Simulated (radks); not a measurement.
The mean radii <r> (bohr) of the occupied orbitals of an atom or ion are listed with their occupations. All-electron calculation, non-relativistic Kohn-Sham, TPSS, spin-unpolarised, spherical densities, point nucleus; meta-GGA in the generalised Kohn-Sham scheme. Program: a radial shooting solver on a logarithmic mesh with Libxc functionals.

| orbital | occ. | <r> |
|---|---|---|
| 1s | 2 | 0.09133 |
| 2s | 2 | 0.4454 |
| 2p | 6 | 0.4075 |
| 3s | 2 | 1.544 |
| 3p | 5 | 1.839 |

Name the element and its charge.

Answer. Z = 17, chlorine, charge 0: Cl in [Ne] 3s2 3p5. The 1s radius gives Z: for a bare nucleus <r> = 1.5/Z, 0.08824 bohr for Z = 17, and screening makes it slightly larger (0.09133 here). The occupations add up to 17, and the charge is Z minus that.
